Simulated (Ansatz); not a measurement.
# Relaxing a trial structure of C4H8BFSi

The starting geometry of this gas-phase singlet was optimised with GFN2-xTB; its bonds are those of `CC1=C[C@@H]1[SiH2]BF`.

```json
{"atom": "C", "x (Å)": "0.5741", "y (Å)": "0.8489", "z (Å)": "2.9546"}
{"atom": "C", "x (Å)": "1.0308", "y (Å)": "-0.0533", "z (Å)": "1.8983"}
{"atom": "C", "x (Å)": "1.6809", "y (Å)": "-0.3350", "z (Å)": "0.8133"}
{"atom": "C", "x (Å)": "0.8906", "y (Å)": "-1.4797", "z (Å)": "1.4154"}
{"atom": "B", "x (Å)": "-0.3722", "y (Å)": "-3.5337", "z (Å)": "-0.6650"}
{"atom": "F", "x (Å)": "-0.4888", "y (Å)": "-3.3007", "z (Å)": "-1.9578"}
{"atom": "Si", "x (Å)": "-0.7292", "y (Å)": "-2.1050", "z (Å)": "0.6437"}
{"atom": "H", "x (Å)": "0.8624", "y (Å)": "0.4577", "z (Å)": "3.9306"}
{"atom": "H", "x (Å)": "-0.5145", "y (Å)": "0.9099", "z (Å)": "2.9295"}
{"atom": "H", "x (Å)": "0.9953", "y (Å)": "1.8450", "z (Å)": "2.8280"}
{"atom": "H", "x (Å)": "2.3280", "y (Å)": "-0.0650", "z (Å)": "0.0164"}
{"atom": "H", "x (Å)": "1.4694", "y (Å)": "-2.2339", "z (Å)": "1.9552"}
{"atom": "H", "x (Å)": "-1.4011", "y (Å)": "-0.9102", "z (Å)": "0.1029"}
{"atom": "H", "x (Å)": "-1.5754", "y (Å)": "-2.5479", "z (Å)": "1.7705"}
{"atom": "H", "x (Å)": "-0.0229", "y (Å)": "-4.6338", "z (Å)": "-0.4156"}
```

Question: Predict what becomes of its bonds when it is optimised with PBE0-D3(BJ)/def2-SVP.

Answer: It keeps its bonds, and is `CC1=C[C@@H]1[SiH2]BF`.

The energy falls by 0.12 eV over 19 steps:

```json
{"step": "1", "E − E(last) (eV)": "0.122"}
{"step": "3", "E − E(last) (eV)": "0.007"}
{"step": "5", "E − E(last) (eV)": "0.002"}
{"step": "7", "E − E(last) (eV)": "0.001"}
{"step": "9", "E − E(last) (eV)": "0.001"}
{"step": "11", "E − E(last) (eV)": "0.000"}
{"step": "13", "E − E(last) (eV)": "0.000"}
{"step": "15", "E − E(last) (eV)": "0.000"}
{"step": "17", "E − E(last) (eV)": "0.000"}
{"step": "19", "E − E(last) (eV)": "0.000"}
```

Final geometry (Å):

```xyz
15

C     0.6075    0.8899    2.9567
C     1.0409   -0.0554    1.9210
C     1.6998   -0.3768    0.8532
C     0.8600   -1.4846    1.4555
B    -0.3550   -3.5141   -0.7275
F    -0.7334   -3.3964   -1.9912
Si   -0.7524   -2.0774    0.6576
H     0.8851    0.5190    3.9567
H    -0.4908    0.9850    2.9476
H     1.0510    1.8850    2.8107
H     2.3721   -0.1190    0.0394
H     1.3885   -2.2735    2.0242
H    -1.4697   -0.8980    0.0713
H    -1.6427   -2.6951    1.7005
H     0.2667   -4.5252   -0.4556
```

No frequencies were run, so the end isn't proven a minimum. Run with Ansatz 0.2.0, 41 s on 4 threads of Arm Neoverse V2, on a shared host.
